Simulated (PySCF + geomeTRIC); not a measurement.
Species: H2BrGaS2, SMILES `[SH][Ga]([SH])[Br]` (H–S–Ga–Br torsion 180°, Br–Ga–S–H torsion 180°) (charge 0, multiplicity 1).

Task: Give a relaxed geometry from PySCF + geomeTRIC with B3LYP-D3(BJ)/def2-TZVP.

Result: One answer among several that fit: the end point of this relaxation, one of several conformers (outside a Z-matrix the atoms follow the SMILES, hydrogens last).
Cartesian coordinates (Å) in one orientation:
```xyz
6

S     -1.667    -1.074     0.084
Ga    -0.243     0.602     0.236
S      1.895     0.541    -0.300
Br    -1.060     2.596     1.023
H     -0.752    -1.934    -0.397
H      1.864    -0.750    -0.672
```
